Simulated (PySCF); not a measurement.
CH4N, SMILES C[NH], multiplicity 2.

Geometry optimised at B3LYP-D3(BJ)/def2-TZVP. The isomer is the one that the SMILES or the coordinates give; other isomers of the formula were not compared.

Method: PBE0/def2-TZVPD (PySCF).

Computed frontier levels, dipole moment and polarisability:
* **α spin, highest occupied and lowest empty level**: -7.86 and 0.39 eV
* **β spin, highest occupied and lowest empty level**: -7.74 and -2.20 eV
* **dipole moment**: 1.95 D
* **quadrupole, principal values (traceless, Buckingham form, about the centre of nuclear charge)**: -3.49, 0.34, 3.16 D·Å
* **mean static polarisability**: 24.1 bohr³ (3.56 Å³)
* **polarisability, principal values**: 21.2, 23.1, 27.9 bohr³
* **⟨S²⟩**: 0.755 (pure state 0.75)
